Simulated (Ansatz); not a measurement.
This geometry of BF2H + ClH (6 atoms, charge 0, multiplicity 1) is a first-order saddle point.

All numbers below come from Ansatz, RKS B3LYP-D4/def2-SVP.

```xyz
6
Properties=species:S:1:pos:R:3
B 0.011 -0.195 0.094
H 0.009 0.189 1.371
F 1.155 0.120 -0.495
F -1.155 0.056 -0.481
Cl 0.071 -2.235 0.656
H 0.038 -0.859 1.415
```

(1) Which two structures does it join? (They come from a converged band through this point; their orientation in space is the band's.)

(2) How far does it lie above each of them?

Answers

(1) Bonds broken: B1–H2, Cl5–H6. Bonds formed: B1–Cl5, H2–H6. BF2H + ClH becomes BClF2 + H2.

First end point:

```xyz
6
Properties=species:S:1:pos:R:3
B -0.013 0.396 -0.114
H -0.022 0.744 1.036
F 1.120 0.275 -0.773
F -1.137 0.208 -0.771
Cl 0.075 -2.513 0.992
H 0.105 -2.033 2.190
```

Last end point:

```xyz
6
Properties=species:S:1:pos:R:3
B 0.016 -0.609 -0.527
H 0.016 0.343 2.275
F 1.128 0.081 -0.640
F -1.134 0.019 -0.614
Cl 0.066 -2.343 -0.282
H 0.037 -0.414 2.348
```

(2) 25.4 kcal/mol above the first and 38.4 kcal/mol above the second. This is the barrier of this one path; another mechanism may lie lower. The orbitals stay closed-shell, which can raise the energy where a bond breaks towards radicals; this wasn't checked here.

Time of the run: 3.6 min on 1 thread of Intel(R) Xeon(R) 6975P-C (Granite Rapids) (shared host), peak memory 0.14 GiB.
